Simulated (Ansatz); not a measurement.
C2H4BrNSi (`Br[SiH2]C1=CN1`), relaxed with RKS PBE-D4/def2-SVP in the Gaussian-basis code of Ansatz from a rough embedded geometry. The force threshold is 0.03 eV/Å; the program also tests the step.

The species carries charge 0 and has multiplicity 1.

Start:

```xyz
9

Br   -1.486   -0.900    2.136
Si    0.122    0.308    1.328
C     0.113    0.100   -0.350
C     0.602   -0.287   -1.552
N    -0.581    0.314   -1.543
H    -0.091    1.733    1.755
H     1.395   -0.141    1.927
H     1.282   -0.870   -2.095
H    -1.355   -0.256   -1.605
```

| step | energy (eV) | largest force (eV/Å) | largest move (Å) |
| --- | --- | --- | --- |
| 1 | -81516.9726 | 5.409 | 0.000 |
| 2 | -81517.9609 | 2.640 | 0.131 |
| 3 | -81518.2577 | 0.960 | 0.104 |
| 4 | -81518.2709 | 0.553 | 0.200 |
| 5 | -81518.3058 | 0.204 | 0.109 |
| 6 | -81518.3102 | 0.082 | 0.127 |
| 7 | -81518.3119 | 0.055 | 0.046 |
| 8 (rejected) | -81518.3117 | 0.076 | 0.052 |
| 9 | -81518.3123 | 0.031 | 0.025 |
| 10 | -81518.3124 | 0.018 | 0.010 |

End:

```xyz
9

Br   -1.548   -0.887    2.297
Si    0.156    0.309    1.440
C     0.208    0.010   -0.364
C     0.598   -0.349   -1.556
N    -0.639    0.406   -1.654
H    -0.119    1.753    1.733
H     1.438   -0.148    2.068
H     1.323   -0.810   -2.239
H    -1.418   -0.285   -1.725
```

Run time 15 s (4 threads of a server CPU on a shared host); peak host memory 0.17 GiB.
